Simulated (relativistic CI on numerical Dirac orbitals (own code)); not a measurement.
## Sensitivity of the levels of Eu XIV to α and to the nuclear radius

Method of calculation: Dirac-Coulomb-Breit CI, separate exchange-only KLI orbitals for each configuration, derivatives by finite differences, unscaled Slater integrals, QED left out (own radial code, finite nucleus).

Configuration list (outside the closed core [Kr] 4d10): 4f²5s², 4f⁴, 4f³5s, 4f²5s5p, 5s²5p², 4f5s²5p, 4f³5p, 4f5s5p². Levels of other configurations are missing.

With x = (α/α₀)² − 1 an excitation energy changes as ω = ω₀ + qx; K = 2q/ω₀ is the relative enhancement. Terms are leading LS components, so labels can repeat. The field-shift factor is F = δν/δ⟨r²⟩ for the transition from the lowest level.

Lowest level 4f²5s² ³H4.

```csv
Level,ω₀ (cm⁻¹),q (cm⁻¹),K,F (GHz/fm²)
4f²5s² ³H5,5411.9,5331,1.97,0.207
4f³5s ⁵I°4,8657.2,132500,30.6,-134
4f²5s² ³H6,10834.6,10070,1.86,0.397
4f²5s² ³F2,10936.6,1474,0.269,0.136
4f³5s ⁵I°5,10967.8,134700,24.6,-134
4f³5s ⁵I°6,13791.9,137400,19.9,-134
4f²5s² ¹G4,14361.3,4630,0.645,0.311
4f²5s² ³F3,14498.9,5304,0.732,0.284
4f³5s ⁵I°7,16961.2,140400,16.6,-134
4f³5s ⁵I°8,20357.9,143300,14.1,-134
4f²5s² ³F4,21498.4,11040,1.03,0.555
4f³5s ³I°5,27201.4,136600,10,-137
4f³5s ⁵F°1,31688.6,134200,8.47,-134
4f³5s ³I°6,32222.8,141500,8.78,-137
4f³5s ⁵F°2,32792.1,135300,8.25,-134
4f³5s ⁵F°3,34319.2,136900,7.98,-134
4f³5s ⁵S°2,35372.1,137500,7.78,-134
4f³5s ⁵F°4,35538.7,136900,7.7,-134
4f³5s ⁵F°5,36204.2,136400,7.53,-134
4f³5s ³H°4,37173.8,137300,7.39,-134
4f³5s ³I°7,37187.0,145700,7.84,-137
4f²5s² ¹D2,37727.4,4737,0.251,0.559
4f³5s ³H°5,39490.5,140000,7.09,-134
```

At this charge transitions that keep the count of f electrons are usually good to a few per cent. Terms inside the open d or f shell come out 10 to 20 % too wide with unscaled integrals. Levels and lines within the n = 5 or 6 shells can be off by up to 10 % or somewhat more, and those that change n by about 2 %, since core polarisation is missing. Levels that differ in their count of f electrons can be misplaced by several ten thousand cm⁻¹, since the correlation energy of f electrons is missing or only estimated; rates across such gaps can be off by orders of magnitude.
